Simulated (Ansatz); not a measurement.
Gas-phase electronic energies from Ansatz, PBE0-D4/def2-TZVP geometries. CCSD(T)/CBS is the MP2 limit (def2-TZVPP, def2-QZVPP) plus CCSD(T) − MP2 in def2-TZVPP, frozen cores. This one scheme is used for every species. Functionals use def2-TZVPP. Each species was taken in one conformer, which may not be the lowest.

`F[SiH](F)N[SiH](Cl)Cl` → `F[Si]F` + `N[SiH](Cl)Cl`  (silylene formation by 1,1-elimination)

`F[SiH](F)N[SiH](Cl)Cl`:

Cartesian coordinates in Å:
```
F -1.928 -1.502 -0.173
Si -1.108 -0.429 -0.999
F -2.158 0.510 -1.726
N -0.211 0.596 0.031
Si 1.114 0.245 1.047
Cl 2.701 1.448 0.601
Cl 1.592 -1.709 0.710
H -0.313 -1.150 -1.998
H -0.522 1.560 0.029
H 0.834 0.431 2.479
```

`F[Si]F`:

```xyz
3

F     0.179   -1.163   -0.501
Si    0.571    0.139    0.346
F    -0.750    1.024    0.154
```

`N[SiH](Cl)Cl`:

Z-matrix (Å, degrees):
```
Si
Cl 1 2.041
Cl 1 2.056 2 107.0
N 1 1.692 2 107.5 3 124.1
H 1 1.472 2 110.9 3 -115.5
H 4 1.007 1 120.6 2 -43.0
H 4 1.008 1 120.1 2 169.5
```

**Question.** Is it downhill or uphill in electronic energy at CCSD(T)/CBS, and by how much? (Estimate.)

**Answer.** The calculation gave: Uphill: ΔE = +2.33 eV.

**Question.** What do these levels give: r2SCAN-D4, ωB97M-V, PBE, HF/def2-TZVPP, MP2/def2-TZVPP, CCSD/def2-TZVPP? (Estimate.)

**Answer.** The calculation gave: r2SCAN-D4 2.45, ωB97M-V 2.18, PBE 1.98, HF/def2-TZVPP 2.35, MP2/def2-TZVPP 2.44, CCSD/def2-TZVPP 2.30 eV.

Largest T1 diagnostic among the species: 0.015.

From PBE to PBE0 (25 % exact exchange), in def2-TZVPP and without D4, ΔE moves by +0.24 eV. The D4 term adds +0.21 eV with B3LYP and +0.11 eV with PBE0; it sums over pairs of atoms, weighted by their polarisabilities, and B3LYP, whose exchange is more repulsive, gets the larger term.

B3LYP here is the variant with VWN-RPA as its local correlation; programs differ in this.
